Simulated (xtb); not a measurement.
H₃Cl₃HfOSi, charge +1, doublet, geometry from GFN2-xTB (such geometries of metal compounds can be far from the true shape) (the multiplicity is a formal guess); GFN2-xTB run with xtb.

The xtb input:
```
$ xtb mol.xyz --gfn 2 --chrg 1 --uhf 1 --json

# file mol.xyz
9

Hf     0.33732398     0.18090763     0.14628208
Cl     1.31948758     0.75671990     2.05459739
Cl    -1.27596727    -1.39460530     0.84325737
Cl    -1.08649797     1.80773222    -0.37521080
O      0.51348368    -0.75829073    -1.52770470
Si    -0.55598941    -1.53378537    -2.42032434
H     -1.49348295    -1.96750349    -1.12879155
H      0.00862674    -2.76794381    -2.95969979
H     -1.39586725    -0.63797744    -3.22258802
```

Output, abridged:

```
   ID    Z sym.   atoms
    1   72 Hf     1
    2   17 Cl     2-4
    3    8 O      5
    4   14 Si     6
    5    1 H      7-9

           -------------------------------------------------
          |                Calculation Setup                |
           -------------------------------------------------

molecular fragmentation (1/2 indicates fragments):
111111112
# atoms in fragment 1/2:     8     1
 fragment masses (1/2) :      330.94        1.01
CMA distance (Bohr)    :   6.890
constraining FC (au)   :  0.0500

           -------------------------------------------------
          |                 G F N 2 - x T B                 |
           -------------------------------------------------

          ...................................................
          :                      SETUP                      :
          :.................................................:
          :  # basis functions                  57          :
          :  # atomic orbitals                  52          :
          :  # shells                           20          :
          :  # electrons                        37          :
          :  max. iterations                   250          :
          :  Hamiltonian                  GFN2-xTB          :
          :  restarted?                      false          :
          :  GBSA solvation                  false          :
          :  PC potential                    false          :
          :  electronic temp.          300.0000000     K    :
          :  accuracy                    1.0000000          :
          :  -> integral cutoff          0.2500000E+02      :
          :  -> integral neglect         0.1000000E-07      :
          :  -> SCF convergence          0.1000000E-05 Eh   :
          :  -> wf. convergence          0.1000000E-03 e    :
          :  Broyden damping             0.4000000          :
          :  net charge                          1          :
          :  unpaired electrons                  1          :
          ...................................................

 iter      E             dE          RMSdq      gap      omega  full diag
   1     -8.7635942 -0.876359E+01  0.307E+01    0.13       0.0  T
   2    -13.4143646 -0.465077E+01  0.304E+01    0.22       1.0  T
   3    -20.0239258 -0.660956E+01  0.168E+01    6.65       1.0  T
   4    -21.1270985 -0.110317E+01  0.126E+01    4.85       1.0  T
   5    -21.5938631 -0.466765E+00  0.107E+01    4.67       1.0  T
[...]
         :: total energy             -22.217437489926 Eh    ::
[...]
     4  17 Cl       0.732    -0.154   103.689    15.575
     5   8 O        1.468    -0.489    22.842     6.442
     6  14 Si       3.832     0.552    95.536    18.697
     7   1 H        0.796     0.148     1.432     1.881
     8   1 H        0.919     0.053     2.283     2.363
     9   1 H        0.917     0.054     2.270     2.357

 Mol. C6AA /au·bohr⁶  :       3614.423734
 Mol. C8AA /au·bohr⁸  :     224880.098703
 Mol. α(0) /au        :        103.223588

Wiberg/Mayer (AO) data.
largest (>0.10) Wiberg bond orders for each atom

 ---------------------------------------------------------------------------
     #   Z sym  total        # sym  WBO       # sym  WBO       # sym  WBO
 ---------------------------------------------------------------------------
     1  72 Hf   3.959 --     4 Cl   1.150     2 Cl   1.109     3 Cl   0.838
                             5 O    0.719     6 Si   0.107
     2  17 Cl   1.394 --     1 Hf   1.109     4 Cl   0.112
     3  17 Cl   1.504 --     1 Hf   0.838     7 H    0.278
     4  17 Cl   1.431 --     1 Hf   1.150     2 Cl   0.112
     5   8 O    2.354 --     6 Si   1.296     1 Hf   0.719
     6  14 Si   3.693 --     5 O    1.296     8 H    0.844     9 H    0.834
                             7 H    0.496     1 Hf   0.107
     7   1 H    0.895 --     6 Si   0.496     3 Cl   0.278
     8   1 H    0.993 --     6 Si   0.844
     9   1 H    0.993 --     6 Si   0.834
 ---------------------------------------------------------------------------

Topologies differ in total number of bonds
Writing topology from bond orders to xtbtopo.mol

molecular dipole:
                 x           y           z       tot (Debye)
 q only:       -0.900      -2.042      -2.386
   full:        0.044      -1.327      -1.734       5.551
molecular quadrupole (traceless):
                xx          xy          yy          xz          yz          zz
 q only:       -6.866       6.661       0.154       6.544      12.321       6.712
  q+dip:       -6.275       3.792      -1.062       5.445      10.111       7.338
   full:       -6.105       4.749      -1.540       4.260      10.012       7.645

           -------------------------------------------------
          | TOTAL ENERGY              -22.217437489926 Eh   |
          | GRADIENT NORM               0.000066348587 Eh/α |
          | HOMO-LUMO GAP               2.364698694053 eV   |
           -------------------------------------------------

normal termination of xtb
```
